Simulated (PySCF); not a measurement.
Computed shifts of a molecule C8H6N2Se, KT2/pcSseg-1 (PySCF), GIAO, gas phase, equivalent atoms averaged, in ppm (number of nuclei): ¹³C: 155.2 (1), 150.4 (1), 147.8 (1), 147.2 (1), 135.2 (1), 128.3 (1), 127.9 (1), 122.6 (1). ¹⁵N: 317.9 (1), 315.3 (1). ¹H: 9.24 (1), 8.98 (1), 8.81 (1), 7.78 (1), 7.55 (1), 7.41 (1). References: ¹³C against TMS (σ = 185.1 ppm); ⁷⁷Se against Me2Se (σ = 1692.1 ppm); ¹⁵N against NH3 (σ = 266.2 ppm); ¹H against TMS (σ = 31.47 ppm), references at their B3LYP-D3(BJ)/def2-TZVP geometries, non-relativistic. Coordinates come from a B3LYP-D3(BJ)/def2-SVP optimisation. The values are those of a single conformer.

Question: Pick the molecule that these values belong to.
A. CCc1c[se]c(C#N)c1C#N
B. c1c[se]c(-c2cncnc2)c1
C. c1cnc(-c2ccc[se]2)nc1

Answer: B, c1c[se]c(-c2cncnc2)c1
